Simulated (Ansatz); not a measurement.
The cluster ZnF2⁺. Charge 1, multiplicity 2. Geometry r2SCAN-D4/def2-TZVP, that of the neutral singlet.

```csv
atom,x (Å),y (Å),z (Å)
Zn1,0.000,0.000,0.000
F2,1.222,-0.335,-1.172
F3,-1.222,0.335,1.172
```

The structure comes from a short search, and lower isomers may exist.

Q: Estimate the α-spin orbital energies around the gap (eV) in Ansatz with PBE-D4/def2-TZVP, r2SCAN-D4/def2-TZVP, PBE0-D4/def2-TZVP.

A: 
```
orbital  PBE-D4/def2-TZVP  r2SCAN-D4/def2-TZVP  PBE0-D4/def2-TZVP
 HOMO−5            -19.10               -19.76             -21.51
 HOMO−4            -18.97               -19.42             -21.01
 HOMO−3            -18.44               -19.05             -20.87
 HOMO−2            -18.30               -18.60             -20.32
 HOMO−1            -18.01               -18.54             -20.26
   HOMO            -17.40               -17.91             -19.69
   LUMO            -10.29                -9.91              -9.11
 LUMO+1             -7.36                -6.87              -6.37
 LUMO+2             -7.19                -6.71              -6.23
 LUMO+3             -4.04                -3.21              -3.26
 LUMO+4             -2.41                -1.63              -1.57
 LUMO+5             -0.96                -0.42              -0.30
 β HOMO            -17.07               -17.35             -17.72
 β LUMO            -16.87               -16.73             -15.98
```
